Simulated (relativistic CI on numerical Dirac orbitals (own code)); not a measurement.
## Hyperfine structure of Tl XVIII, mass number 205

Method of calculation: Dirac-Coulomb-Breit CI, KLI orbitals optimised for each configuration, model QED (radiative potential, 1s self-energy scaled to tabulated hydrogen-like ionisation energies), unscaled Slater integrals (own radial code, finite nucleus).

Configuration list (outside the closed core [Kr] 4d10): 4f14 5s2 5p2, 4f14 5s 5p3, 4f14 5s2 5p 5d, 4f13 5s2 5p3, 4f14 5s 5p2 5d, 4f14 5s2 5p 5f, 4f14 5s 5p2 5f, 4f14 5s2 5p 5g, 4f14 5s2 5p 6s, 4f13 5s2 5p2 5d, 4f14 5p4, 4f13 5p5, 4f14 5s2 5d2, 4f14 5s 5d3, 4f14 5s 5d2 5f, 4f14 5s2 5f2, 4f14 5s 5d 5f2, 4f14 5s 5f3. Double excitations out of closed p, d and f shells are left out; levels of such configurations are missing from the list, as are those of other unlisted configurations, and high levels can miss mixing partners. Some configurations lack a partner that the ground configuration has and come out too high, among them 4f13 5s2 5p2 5d.

Nuclear spin I = 1/2, μ = 1.632 μN (tables of Stone and Pyykkö). The electronic factors are computed for point nuclear moments, without core polarisation or the Bohr-Weisskopf and QED corrections.

| Level | E (cm⁻¹) | A (GHz) |
| --- | --- | --- |
| 4f14 5s2 5p2 3P_1 | 194643 | -64.05 |
| 4f14 5s2 5p2 1D_2 | 211358 | 159.9 |
| 4f14 5s2 5p2 3P_2 | 419043 | 50.53 |
| 4f13 5s2 5p3 3G_5 | 665206 | 19.67 |
| 4f13 5s2 5p3 3D_1 | 697615 | -6.735 |
| 4f13 5s2 5p3 3F_2 | 715560 | 17.55 |

Levels with J = 0, under 50 % of one LS term, or S terms without an open s electron are left out. Small factors come from cancelling terms and can be off by tens of per cent or more.

At this charge transitions that keep the count of f electrons are usually good to a few per cent. Levels that differ in their count of f electrons can be misplaced by several ten thousand cm⁻¹, since the correlation energy of f electrons is missing or only estimated; rates across such gaps can be off by orders of magnitude.

(1) Give the hyperfine levels of 4f14 5s2 5p2 3P_1 relative to its centre of gravity.

## Answers

(1) With K = F(F + 1) − I(I + 1) − J(J + 1), E = AK/2: F = 1/2: 64.05, F = 3/2: -32.02 GHz.

LS names give the leading component of a level, which can be under half, so a name can repeat, a term be missing and a line seem to break the LS rules.
